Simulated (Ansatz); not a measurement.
C$_{2}$H$_{6}$N, charge -1, singlet, at a GFN2-xTB geometry (a gas-phase anion, which may not be bound at this level); SVWN5/pcseg-1 (Ansatz, an electronic-structure program).

Here is a job for Ansatz.
Ansatz 0.2 input:
```yaml
crystal:
  periodic: [false, false, false]
  atoms:
    - {symbol: C, position_ang: [1.17379428, -0.29888506, -0.03064780]}
    - {symbol: C, position_ang: [-0.00061861, 0.69049820, -0.11946954]}
    - {symbol: N, position_ang: [-1.28175622, -0.07360499, 0.01875596]}
    - {symbol: H, position_ang: [2.13180660, 0.23713849, 0.01082447]}
    - {symbol: H, position_ang: [1.16758703, -1.00712786, 0.84854650]}
    - {symbol: H, position_ang: [1.20574491, -0.94467985, -0.92468513]}
    - {symbol: H, position_ang: [0.04801484, 1.28923134, 0.84658688]}
    - {symbol: H, position_ang: [-1.25328855, -0.75326842, 0.80694167]}
    - {symbol: H, position_ang: [-1.36662521, -0.65573752, -0.81880195]}
basis:
  gaussian:
    orbitals: pcseg-1.json
hamiltonian:
  xc: {name: SVWN5}
total_charge: -1
```
The basis file holds pcseg-1 in the JSON format of the Basis Set Exchange.

Output, abridged:

```
Functional definition: SVWN5
837 factors; their error is unknown
mean field evaluation 1: about -3619.7487 eV, gradient 4.8e1 eV
mean field evaluation 2: about -3592.2525 eV, gradient 1.0e2 eV
mean field evaluation 4: about -3625.7609 eV, gradient 5.7e0 eV
mean field evaluation 8: about -3625.8445 eV, gradient 1.9e-1 eV
mean field evaluation 16: about -3625.7852 eV, gradient 1.5e-4 eV
mean field -3625.78524973 eV, -133.2451502819 hartree, gradient 1.5e-5 eV, S^2 0.000000; 0 other end points of the search recorded, 0 dependent functions left out
reference -3625.78528182 eV, -133.2451514614 hartree; 13, 13 occupied and 59, 59 virtual orbitals, 837 factors
Total energy: -3625.78528182 eV, -133.2451514614 hartree
```
